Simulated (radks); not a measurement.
Cs+, configuration [Kr] 4d9.75 5s2 5p6 4f0.25 (fractional occupations, a model configuration). All-electron calculation, scalar-relativistic Kohn-Sham, PBE, spin-unpolarised, spherical densities, finite nucleus; Fermi nuclear charge, rms radius 4.8041 fm. Program: a radial shooting solver on a logarithmic mesh with Libxc functionals.

Radial electron density D(r) = 4 pi r^2 rho(r):

| r (bohr) | D(r) (e/bohr) |
|---|---|
| 0.001508 | 4.517 |
| 0.00211 | 7.821 |
| 0.002952 | 13.19 |
| 0.004131 | 21.43 |
| 0.005781 | 33.06 |
| 0.008089 | 47.48 |
| 0.01132 | 61.86 |
| 0.01571 | 70.81 |
| 0.02199 | 70.37 |
| 0.03077 | 63.90 |
| 0.04306 | 65.82 |
| 0.06025 | 83.25 |
| 0.08431 | 93.31 |
| 0.118 | 76.46 |
| 0.1651 | 68.33 |
| 0.231 | 79.55 |
| 0.3233 | 54.91 |
| 0.4524 | 27.25 |
| 0.633 | 31.30 |
| 0.8858 | 21.24 |
| 1.24 | 8.880 |
| 1.735 | 6.066 |
| 2.427 | 2.939 |
| 3.37 | 0.6165 |
| 4.715 | 0.05071 |
| 6.598 | 0.01459 |
| 9.233 | 0.02481 |
| 12.92 | 0.02113 |
| 18.08 | 0.004750 |
| 25.3 | 0.0001888 |

D(r) has 5 maxima, at r = 0.0183, 0.0804, 0.231, 0.648, 10.7 bohr, and minima at 0.0353, 0.151, 0.478, 6.19 bohr, inside which lie 1.97, 11.15, 29.00, 53.78 electrons.
